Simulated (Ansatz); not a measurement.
Ga7P6H20⁻, a cluster cut from zinc blende GaP (hydrogen-capped). Charge -1, multiplicity 1. Geometry PBE-D4/def2-SVP; atoms count from 1.

```xyz
33

Ga   -1.168    1.484    3.263
Ga    1.300    0.775   -4.100
Ga   -2.331    0.498   -0.683
Ga    1.140    1.904    0.092
Ga    2.067   -0.927    2.671
Ga    0.578   -1.981   -0.821
Ga   -1.728   -2.384    2.354
P     0.899    2.341   -2.311
P    -1.083    1.853    0.862
P    -0.250   -0.735    3.281
P     0.380   -1.241   -3.153
P    -1.594   -1.675    0.033
P     1.865   -0.343    0.312
H    -2.697    1.460    3.699
H    -0.161    2.523    3.925
H     2.872    0.553   -4.127
H     0.496    1.197   -5.399
H    -3.896    0.683   -0.506
H    -1.698    0.748   -2.140
H     2.162    2.983    0.634
H     2.928    0.218    3.361
H     2.543   -2.443    2.737
H     1.235   -3.419   -0.871
H    -3.218   -2.144    2.852
H    -1.082   -3.837    2.430
H    -0.347    3.000   -2.544
H     1.761    3.447   -2.613
H    -1.516    3.200    0.623
H    -0.226   -1.067    4.677
H    -0.980   -1.369   -3.571
H     0.929   -2.292   -3.962
H    -2.357   -2.611   -0.743
H     3.176   -0.398   -0.265
```

Single mean-field runs in def2-TZVP are fitted with def2-universal-jkfit.

Q: Estimate the Mulliken populations of the heavy atoms from the PBE0/def2-TZVP orbitals of Ansatz.

A: 
```tsv
atom	charge (e)
Ga1	0.19
Ga2	0.18
Ga3	0.18
Ga4	0.27
Ga5	0.18
Ga6	0.27
Ga7	0.19
P8	-0.26
P9	-0.32
P10	-0.34
P11	-0.26
P12	-0.32
P13	-0.33
```
Mulliken values depend strongly on the basis.

Q: And the Mayer bond orders between heavy atoms (over 0.3)?

A: Ga1–P9 0.69 (2.43 Å); Ga1–P10 0.77 (2.40 Å); Ga2–P8 0.73 (2.41 Å); Ga2–P11 0.73 (2.41 Å); Ga3–P9 0.76 (2.40 Å); Ga3–P12 0.76 (2.40 Å); Ga4–P8 0.64 (2.45 Å); Ga4–P9 0.86 (2.35 Å); Ga4–P13 0.82 (2.37 Å); Ga5–P10 0.78 (2.40 Å); Ga5–P13 0.68 (2.44 Å); Ga6–P11 0.64 (2.45 Å); Ga6–P12 0.86 (2.35 Å); Ga6–P13 0.82 (2.37 Å); Ga7–P10 0.77 (2.40 Å); Ga7–P12 0.69 (2.43 Å).
